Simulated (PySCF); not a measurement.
**Distorted geometries of Eu(NH2)2**

Eu(NH2)2 (singlet in the valence; each metal's 4f electrons, 7 of them, lie in its core potential, out of spins and levels). PySCF 2.14.0, RKS r2SCAN, Eu lcecp-0-SVP with ECP53, N def2-SVP, H def2-SVP; non-relativistic Hamiltonian with scalar-relativistic core potentials where named; density fitting; no spin-orbit coupling. Relaxed geometry:

```xyz
7

Eu   -0.1428    1.1458    0.0094
N     0.1225   -0.1364    1.9116
H     0.1373    0.0969    2.9081
H     0.2676   -1.1505    1.8998
N    -0.0674   -0.1239   -1.9158
H     0.0805   -1.1383   -1.8994
H    -0.1445    0.0915   -2.9137
```

Order these distorted geometries by energy above the relaxed one, lowest first.
A.
```xyz
7

Eu    0.0749    1.1572    0.0608
N     0.0664   -0.2416    1.9248
H     0.0198    0.0935    2.7894
H     0.3908   -1.1197    1.9572
N    -0.1750   -0.2618   -1.9116
H     0.1716   -1.0266   -1.7084
H    -0.2953    0.1842   -3.1122
```
B.
```xyz
7

Eu   -0.3659    1.1127    0.0119
N     0.1474    0.0112    1.8070
H     0.1603    0.1487    3.0374
H     0.4042   -1.1491    1.9544
N     0.0743   -0.2045   -1.9761
H     0.1316   -1.2439   -1.9284
H    -0.2987    0.1101   -2.9062
```
C.
```xyz
7

Eu   -0.2181    1.1194   -0.0273
N     0.0557   -0.1934    1.8713
H     0.0821    0.0590    2.8582
H     0.3175   -1.0819    1.9414
N    -0.0956   -0.1126   -1.8730
H     0.1498   -1.1354   -1.9579
H    -0.0383    0.1300   -2.8127
```

C (0.43 eV), B (1.37 eV), A (2.64 eV).

Which forces (eV/Å) act in the one that lies 1.37 eV up?


```
Eu  -0.08  0.36 -2.09
N    1.28 -4.66  6.90
H   -0.13 -0.02 -4.48
H   -0.82  3.84 -1.01
N   -0.64  0.50  0.46
H   -0.08  0.83 -0.56
H    0.47 -0.85  0.78
```
Forces carry noise of the integration grid, about 0.01 to 0.03 eV/Å.

No frequency check is given that shows the relaxed geometry to be a minimum. An lcecp potential fixes the number of 4f electrons, so in runs with it no electron can move into or out of that shell.
